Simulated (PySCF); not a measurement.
Compound: C3H10B (charge -1).
SMILES: `C[BH2-]CC`

Jobs on this species (14 atoms, 34 electrons) with PySCF (density fitting). Hardware of each: one thread of an Arm Neoverse N1, shared host. Times come from a shared host and carry two figures at best. Peak memory is the resident size of the whole Python process, interpreter and libraries included.

```json
{"level and settings": "PBE0/pcSseg-1", "work": "shieldings, charges and field gradients, density and orbital grids written", "basis functions": "118", "SCF cycles": "?", "wall time": "?", "peak memory": "?"}
{"level and settings": "PBE0/def2-SVPD", "work": "6 singlets by full TDDFT, 2 Tamm–Dancoff triplets, polarisability, density and orbital grids written", "basis functions": "160", "SCF cycles": "?", "wall time": "?", "peak memory": "?"}
{"level and settings": "revPBE/aug-cc-pVDZ, IEF-PCM acetone, fitting basis def2-qzvpp-jkfit", "work": "shieldings, charges and field gradients", "basis functions": "182", "SCF cycles": "10", "wall time": "28 s", "peak memory": "0.75 GiB"}
{"level and settings": "wB97X/pcseg-1", "work": "12 singlets by TDA, polarisability", "basis functions": "106", "SCF cycles": "12", "wall time": "11 s", "peak memory": "0.56 GiB"}
```

**Question.** Fill in the missing figures.

**Answer.** 
- PBE0/pcSseg-1; shieldings, charges and field gradients, density and orbital grids written: 18 s, 0.55 GiB, 12 SCF cycles
- PBE0/def2-SVPD; 6 singlets by full TDDFT, 2 Tamm–Dancoff triplets, polarisability, density and orbital grids written: 24 s, 0.67 GiB, 12 SCF cycles

**Question.** What do all jobs in the table cost together?

**Answer.** About 81 s; the longest takes about 35 % of that, and about 2.5 times as long as the shortest.
